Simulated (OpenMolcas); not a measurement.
# Dy2+: moving or changing the point charges

Dy2+ among 8 point charges of -1 e arranged as a hexagonal bipyramid (D6h), 2.37 Å from the ion, with the axial distance 2.394 Å.
```
   2.3700    0.0000    0.0000  -1.00
   1.1850    2.0525    0.0000  -1.00
  -1.1850    2.0525    0.0000  -1.00
  -2.3700    0.0000    0.0000  -1.00
  -1.1850   -2.0525    0.0000  -1.00
   1.1850   -2.0525    0.0000  -1.00
   0.0000    0.0000    2.3937  -1.00
   0.0000    0.0000   -2.3937  -1.00
```

- Program: OpenMolcas 26.06
- Method: CASSCF
- Basis: ANO-RCC-VDZP [7s6p4d2f1g]
- Scalar Hamiltonian: DKH2, point nucleus
- Active space: 10 electrons in 7 orbitals (4f)
- State averaging: 2S+1 = 5 even, 35 roots (33 in the spin-orbit step); 2S+1 = 3 even, 106 roots kept (CI in the orbitals of an earlier block); 2S+1 = 1 even, 37 roots kept (CI in the orbitals of an earlier block, 31 in the spin-orbit step)
- Spin-orbit coupling: state interaction with AMFI integrals over the reference wave functions

Runs around this geometry, states. Energies in cm-1 above the lowest state or level, χT in cm3 K/mol.

```json
{"R (Å)": "2.37", "q (e)": "-0.5", "Ground state": "2S+1 = 5", "First state of that spin": "15.1", "First gap with spin-orbit (degeneracies)": "7.0 (1, 2)", "Width of lowest J": "200", "χT at 300 K": "13.941"}
{"R (Å)": "2.37", "q (e)": "-1", "Ground state": "2S+1 = 5", "First state of that spin": "29.4", "First gap with spin-orbit (degeneracies)": "13.8 (1, 2)", "Width of lowest J": "411", "χT at 300 K": "13.882"}
{"R (Å)": "2.53", "q (e)": "-1", "Ground state": "2S+1 = 5", "First state of that spin": "22.9", "First gap with spin-orbit (degeneracies)": "10.8 (1, 2)", "Width of lowest J": "324", "χT at 300 K": "13.915"}
{"R (Å)": "2.78", "q (e)": "-1", "Ground state": "2S+1 = 5", "First state of that spin": "15.8", "First gap with spin-orbit (degeneracies)": "7.5 (1, 2)", "Width of lowest J": "232", "χT at 300 K": "13.940"}
```

Taking the width of the lowest J multiplet as R^-n, n = -ln(232 / 411) / ln(2.78 / 2.37) = 3.6 between the shortest and longest distance.

Scaling the charges by -0.5 / -1 = 0.50 scales the width of the lowest J multiplet by 200 / 411 = 0.49; with fixed orbitals a first-order splitting would follow the charge.

High states are left out of the spin-orbit mixing, which shifts the levels that they would mix with. This is an electrostatic model: the charges have no orbitals. An unlabelled pair can be two single states that coincide in this model. A group larger than the point group allows holds several states that coincide in this model. No measured value stands beside these numbers.

A state without a sure symmetry label is named by its multiplicity alone.
